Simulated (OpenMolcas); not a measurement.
# Os+: effect of the active space

```
Program             : OpenMolcas 26.06
Method              : CASSCF or its RAS form
Basis               : ANO-RCC-VDZP
Scalar Hamiltonian  : DKH2, point nucleus
Spin-orbit coupling : RASSI with atomic mean-field integrals over the reference wave functions, term energies averaged over their components
```

A. 7 electrons in 6 orbitals (5d 6s); 2S+1 = 6 even, 6 roots; 2S+1 = 4 even, 74 roots (69 in the spin-orbit step); 2S+1 = 2 even, 98 roots; cost about 70 core-seconds
B. 7 electrons in 9 orbitals (RAS2 5d 6s; RAS3 6p, at most 2 electrons); 2S+1 = 6 even, 6 roots; 2S+1 = 4 even, 84 roots kept (CI in the orbitals of an earlier block); 2S+1 = 2 even, 90 roots kept (CI in the orbitals of an earlier block); 2S+1 = 6 odd, 15 roots; 2S+1 = 8 odd, 3 roots kept (CI in the orbitals of an earlier block); 2S+1 = 4 odd, 7 roots kept (CI in the orbitals of an earlier block); cost roughly 2 core-minutes

Energies in cm⁻¹ above 5d⁶ 6s ⁶D_9/2, the measured ground level; measured values from NIST Handbook of Basic Atomic Spectroscopic Data.

```
                  Level      A      B  Measured
          5d⁶ 6s ⁶D_9/2    0.0    0.0       0.0
          5d⁶ 6s ⁶D_7/2   3859   3834      3593
          5d⁶ 6s ⁶D_5/2   5059   4882      3929
          5d⁶ 6s ⁶D_3/2   6612   6472      5592
          5d⁶ 6s ⁶D_1/2   7641   7409      6637
             5d⁷ ⁴F_9/2  12399  13910          
  5d⁵ 6s² ⁶S_5/2 [65 %]  17602   9304      7892
      5d⁷ ⁴F_5/2 [56 %]  18725  19403          
  5d⁶ 6s ⁴H_11/2 [50 %]  21162  20657          
         5d⁶ 6s ⁴H_13/2  21820  21499          
5d⁶ 6s ⁴P_1/2(1) [70 %]  21914  21905          
5d⁶ 6s ⁴D_5/2(1) [57 %]  23759  22495          
5d⁶ 6s ⁴D_1/2(1) [60 %]  24880  23011          
5d⁶ 6s ⁴D_1/2(2) [58 %]  30792  29046
```

Deviations, from unrounded energies. A percentage is the sum of absolute deviations over the sum of measured energies, with the sign that they share, or ± where signs differ.

| Against measurement | Levels | A | B |
| --- | --- | --- | --- |
| mean absolute deviation (cm-1) | 5 | 2600 | 850 |
| fine structure of the ground term (%) | 4 | +17.3 | +14.4 |
| other configurations (%) | 1 | +123.0 | +17.9 |

B lies closest to measurement on these levels. The largest miss of B in the table is 5d⁵ 6s² ⁶S_5/2 [65 %], by +1400 cm-1. The ranking rests on the paired levels alone, and a cruder setting can come out closer through cancelling errors.

The spin-orbit steps hold different terms of 5d⁶ 6s (A lacks a ⁴P), which shifts levels as well.

Between A and B the level of the table that moves most is 5d⁵ 6s² ⁶S_5/2 [65 %], by 8300 cm-1 (lowest in B, highest in A).

Without dynamic correlation excited terms often stand tens of per cent too high (terms of higher spin than the ground term too low), and those without a measured partner can miss by more than the paired ones. Configurations are named by rounded mean occupations; where the s occupation lies near a half they are strongly mixed, a name can repeat and a true partner stay unpaired. A single d shell beside an s shell can misplace configurations of different d count against each other. Some high roots are left out of the spin-orbit mixing, which shifts the levels that they would mix with (holds for A). Terms from blocks run as CI alone lack orbitals of their own (holds for B). Measured partners are found by configuration, term and J. A level has none where our copy of the source lacks it or the pairing is in doubt (some pairs that miss far off the trend of their configuration count as doubtful), and it then counts in no deviation. Only configurations of the active space appear. The table leaves out levels that lie high or whose names do not pair safely across all columns.

A share in square brackets marks a mixed level and gives the weight of the term that names it, the lowest over the columns. A number in round brackets counts repeated terms of one configuration in the order of the reference energies.
